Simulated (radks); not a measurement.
The numbers below are computed, except where a source is named.
The boron ion B4+, 1 electrons, occupied as 1s1.

Code: a radial shooting solver on a logarithmic mesh with Libxc functionals. Model: non-relativistic Kohn-Sham, exchange-only LDA, spin-polarised, spherical densities, point nucleus; open shells are filled with parallel spins first.

Energy parts (Ry):
part                 energy
total             -24.55837
kinetic            24.55837
electron-nucleus  -49.55536
Hartree             3.08986
exchange           -2.65124

Orbitals (lengths in bohr, moments of r in powers of bohr):
\begin{tabular}{lrrr}
orbital & occ. & eigenvalue (Ry) & <r^4> \\ \hline
1s up & 1 & -22.35226 & 0.03853 \\
2s up & 0 & -4.70754 & 6.398 \\
2p up & 0 & -4.53384 & 4.129 \\
\end{tabular}

The highest occupied level is 1s up at -304.12 eV. For comparison, the ionisation energy in NIST's Atomic Spectra Database is 340.23 eV (theoretical). In exact Kohn-Sham theory the highest level is minus the ionisation energy, but local and semilocal functionals leave it too shallow, through self-interaction and a potential that decays too fast; potentials with the right tail come closer. Virial ratio -V/T = 2.00000.
